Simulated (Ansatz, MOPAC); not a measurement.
Reaction (SMILES): [SiH2][AsH2] (SiAsH4) -> [AsH][SiH3] (SiAsH4)

Property: isomerisation energy (enthalpy at 298 K), in kcal/mol. Terms: frozen cores in correlated levels (noble-gas shells and the d and f shells of earlier blocks); no dispersion term unless named; six Cartesian d functions in 6-31G* and its kin unless marked 5d; no spin-orbit coupling; UHF or UKS for open shells; PM7 with its own dispersion and hydrogen-bond terms; non-relativistic; LANL2DZ with its own core potentials from Na on. Ab initio and DFT rows: single points at B3LYP-D3(BJ) geometries (Ansatz, a quantum-chemistry and plane-wave program), with unscaled harmonic terms from B3LYP/6-31G* (LANL2DZ past Ar) at its own minima. Semi-empirical rows: MOPAC heats of formation at their own minima for 298 K.

```tsv
level	program	isomerisation energy (enthalpy at 298 K) (kcal/mol)
PM7	MOPAC	24.0
MNDO	MOPAC	-5.4
HF/STO-3G	Ansatz	-20.6
HF/6-31G*	Ansatz	-18.8
HF/6-31G* with LANL2DZ past Ar	Ansatz	-22.3
PBE/LANL2DZ	Ansatz	-11.9
PBE/6-31G*	Ansatz	-11.4
B3LYP/6-31G* with LANL2DZ past Ar	Ansatz	-16.7
MP2/6-31G*	Ansatz	-15.5
B2PLYP-D3(BJ)/def2-TZVPD	Ansatz + dftd3	-14.5
```

No value to compare with is used here. The 9 habitual levels span -22.3 (HF/6-31G* with LANL2DZ past Ar) to 24.0 kcal/mol (PM7); B2PLYP-D3(BJ)/def2-TZVPD gives -14.5.

The levels are drawn from those run, B3LYP/6-31G* more often than the rest, none by its result; runs whose electronic state is in doubt are left out.
